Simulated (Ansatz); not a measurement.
Relaxation of FH$_{8}$NSi$_{2}$ (12 atoms, charge 0, multiplicity 1), to a largest force component of 0.03 eV/Å in at most 50 steps.

Method: RHF/6-31G* in Ansatz 0.2.0.

```xyz
12
Properties=species:S:1:pos:R:3
Si -0.087 0.287 0.174
N -0.384 0.439 1.903
H -1.240 0.835 2.228
H 0.175 0.069 2.636
H 1.311 0.529 -0.175
H -0.998 1.238 -0.472
F -0.472 -1.153 -0.411
Si 1.661 -2.506 1.149
H 0.607 -3.529 1.059
H 2.233 -2.225 -0.177
H 2.736 -3.000 2.035
H 1.109 -1.279 1.730
```

**Question.** Where does it end, and by what steps?

**Answer.** The run converged. The force dipped under the threshold on the way, but the program's further checks kept it going. After 23 steps the energy has fallen by 0.458 eV; H5 moved furthest, 1.34 Å.

| step | energy less start (eV) | largest force component (eV/Å) | accepted |
| --- | --- | --- | --- |
| 0 | 0.0000 | 1.656 | yes |
| 1 | -0.2530 | 0.937 | yes |
| 2 | -0.3784 | 0.214 | yes |
| 3 | -0.4256 | 0.308 | yes |
| 4 | -0.4329 | 0.483 | yes |
| 5 | -0.4360 | 0.567 | yes |
| 6 | -0.4463 | 0.307 | yes |
| 7 | -0.4514 | 0.026 | yes |
| 8 | -0.4518 | 0.207 | yes |
| 9 | -0.4532 | 0.087 | yes |
| 10 | -0.4541 | 0.009 | yes |
| 11 | -0.4550 | 0.138 | yes |
| 12 | -0.4555 | 0.103 | yes |
| 13 | -0.4562 | 0.035 | yes |
| 14 | -0.4567 | 0.041 | yes |
| 15 | -0.4569 | 0.079 | yes |
| 16 | -0.4571 | 0.069 | yes |
| 17 | -0.4573 | 0.055 | yes |
| 18 | -0.4575 | 0.071 | yes |
| 19 | -0.4577 | 0.068 | yes |
| 20 | -0.4578 | 0.051 | yes |
| 21 | -0.4580 | 0.040 | yes |
| 22 | -0.4581 | 0.049 | yes |
| 23 | -0.4582 | 0.025 | yes |

```xyz
12
Properties=species:S:1:pos:R:3
Si -0.354 0.805 0.123
N -0.710 0.914 1.783
H -1.561 0.558 2.165
H 0.008 0.974 2.474
H 0.736 1.736 -0.191
H -1.583 1.070 -0.635
F 0.152 -0.646 -0.336
Si 1.987 -3.137 1.252
H 0.580 -3.573 1.196
H 2.526 -2.965 -0.109
H 2.780 -4.164 1.960
H 2.089 -1.867 1.998
```

Whether the end is a true minimum wasn't checked by a vibrational analysis.

Time of the run: 44 s on 1 thread of Arm Neoverse V1 (shared host), peak memory 0.15 GiB.
